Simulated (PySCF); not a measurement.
## Sc⁺: interval between two levels

Sc⁺ [Ar] 3d1 4s1 [3D3, M_J = 3] → Sc⁺ [Ar] 3d2 [3F4, M_J = 4], as a difference of total energies. Calculation: PySCF 2.14, in x2c-SVPall-2c with one added diffuse shell each of s, d type (6s5p4d1f, 48 functions); the two-component X2C-1e Hamiltonian. Correlated levels: [Ne] frozen. "Screened" scales the spin-orbit matrix elements by Boettger's factors to mimic the two-electron term; Breit and QED terms are absent.

```json
{"method": "GHF (spin-free)", "interval between two levels (cm⁻¹)": "7604.8"}
{"method": "GMP2 (spin-free)", "interval between two levels (cm⁻¹)": "8151.4"}
{"method": "GHF (screened spin-orbit)", "interval between two levels (cm⁻¹)": "7613.6"}
{"method": "GMP2 (screened spin-orbit)", "interval between two levels (cm⁻¹)": "8163.1"}
```

Errors of the correlated levels include the incompleteness of this basis and the frozen core.

The labels give the starting determinants; with spin-orbit coupling the two ends relaxed to ⟨J²⟩ = 12.01, ⟨L²⟩ = 6.01, ⟨S²⟩ = 2.00 and ⟨J²⟩ = 20.00, ⟨L²⟩ = 12.00, ⟨S²⟩ = 2.00.

For comparison: 4810.0 cm⁻¹ (measured; NIST Handbook of Basic Atomic Spectroscopic Data (Sansonetti and Martin, J. Phys. Chem. Ref. Data 34, 1559 (2005))).
